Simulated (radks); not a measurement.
Values are calculated unless marked as measured or tabulated.
Code: a radial shooting solver on a logarithmic mesh with Libxc functionals. Model: scalar-relativistic Kohn-Sham, PBE, spin-polarised, spherical densities, finite nucleus; open shells are filled with parallel spins first; Fermi nuclear charge, rms radius of each element as measured or else 0.836 A^(1/3) + 0.57 fm. Response by self-consistent Sternheimer equations with the Hartree and adiabatic LDA kernel, the relativistic mass of each level held fixed and spin-orbit coupling left out. For heavy and open-shell atoms this level of theory can miss by tens of per cent. Estimate the static dipole polarisabilities of Fe3+ ([Ar] 3d5) and Fe5+ ([Ar] 3d3) and the C6 coefficients of the three pairs.

Answer. alpha = 1.964 and 0.8635 bohr^3; C6 = 4.815 (Fe3+-Fe3+), 2.695 (Fe3+-Fe5+), 1.561 (Fe5+-Fe5+) hartree bohr^6.
